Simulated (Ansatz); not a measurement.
The cluster Rb₂F₂⁺ was relaxed with PBE0-D4 (def2-TZVP) in Ansatz in these states: charge +1 doublet, charge +1 quartet. The geometries follow in no particular order.

In the def2 sets Rb takes a core potential; there is no spin–orbit coupling.

A:

```xyz
4

Rb   -1.460    1.008   -2.706
Rb    2.582    1.783    0.788
F     0.184   -1.633    0.149
F    -1.306   -1.158    1.768
```

B:

Cartesian coordinates in Å:
```
Rb 0.038 -1.291 -2.120
Rb -0.040 1.291 2.120
F -0.186 0.817 -0.501
F 0.188 -0.817 0.501
```

Question: Judge from the bond lengths which geometry belongs to which state (an estimate).

Answer: A is the charge +1 quartet (Rb2–F4 4.973 Å, Rb1–F4 4.973 Å, Rb2–F3 4.222 Å); B is the charge +1 doublet (Rb2–F4 2.668 Å, Rb1–F4 2.668 Å, Rb2–F3 2.667 Å).

At PBE0-D4/def2-TZVP a doublet lies 6.96 eV below the charge +1 quartet. In the doublet, F3 and F4 lie 1.95 Å apart (atoms count from 1), so these atoms are partly bonded to each other. These are the stationary points nearest to one start from a short search; other shapes may lie lower in each state. The charge +1 quartet has come apart into loosely held pieces.
